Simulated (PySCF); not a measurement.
Species: C6H7FS.
Geometry (GFN2-xTB, Å), atoms numbered from 1 in this order:
```
atom  x, y, z in Å
C1     2.8392   -0.2328   -0.6021
C2     1.5441    0.0118   -0.5554
S3     0.3669    0.3841   -1.8231
C4    -0.6545    0.1644   -0.3308
C5    -1.9066   -0.6411   -0.2556
C6    -1.9463    0.8447   -0.0294
C7     0.5531    0.0327    0.5768
F8     0.5542   -1.0966    1.3619
H9     3.3845   -0.4720    0.2946
H10    3.3829   -0.2159   -1.5292
H11   -2.0190   -1.2995    0.5930
H12   -2.3145   -1.0309   -1.1757
H13   -2.0969    1.2116    0.9755
H14   -2.3811    1.4673   -0.7963
H15    0.6895    0.8803    1.2626
```

Level of theory: PySCF, TDDFT CAM-B3LYP/def2-SVPD, vertical, gas phase, core orbitals frozen in the response.

Frontier orbitals with the atoms that hold most of them (Löwdin shares over 4%, at most four atoms; ? is withheld):

| orbital | ε (eV) | atoms |
| --- | --- | --- |
| HOMO-3 | -10.49 | C5 25%, C6 17%, C4 13%, S3 12% |
| HOMO-2 | -10.16 | S3 31%, C2 14%, C4 10%, C7 10% |
| HOMO-1 | -10.05 | C2 19%, C6 19%, C4 16%, C1 13% |
| HOMO | -7.59 | ? |
| LUMO | ? | ? |
| LUMO+1 | 0.62 | S3 57%, C4 11%, C2 9% |
| LUMO+2 | 1.33 | S3 31%, C1 11%, C6 10%, C5 8% |

Q: Which atoms hold the LUMO, and with what shares?

A: C2 (bonded to 2 C and S) 22%; C1 (bonded to C and 2 H) 21%; S3 (bonded to 2 C) 17%; C7 (bonded to 2 C, F and H) 10%. By element: carbon 53% or more, sulfur 17%.

Q: Give the leading atoms of the HOMO.

A: S3 (bonded to 2 C) 49%; C1 (bonded to C and 2 H) 18%; C2 (bonded to 2 C and S) 14%; C4 (bonded to 3 C and S) 7%. By element: sulfur 49%, carbon 39% or more.

Q: What is the LUMO energy, and the HOMO–LUMO gap?

A: ε(LUMO) = 0.54 eV; the gap is 8.13 eV (0.2988 hartree).

Q: How does S1 compare with the orbital gap of 8.13 eV?

A: S1 is at 4.40 eV (f = 0.0001), 3.74 eV below the gap, made of HOMO→LUMO+1 (85%). Its leading pair isn't HOMO and LUMO; the energies of that pair differ by 8.21 eV. 

Q: Give energy, strength and leading configuration of S1 and S2, and follow the Löwdin shares of the leading atoms from the occupied to the empty orbital.

A: 
- S1 (4.40 eV, f 0.0001), HOMO→LUMO+1 (85%): S3 49% → 57%, C1 18% → at most 4%, C4 7% → 11%
- S2 (5.32 eV, f 0.149), HOMO→LUMO (90%): S3 49% → 17%, C1 18% → 21%, C2 14% → 22%

Hardware: one thread of an Arm Neoverse N1, no GPU, shared host. Cost: 91 s, 1.0 GiB resident at most.
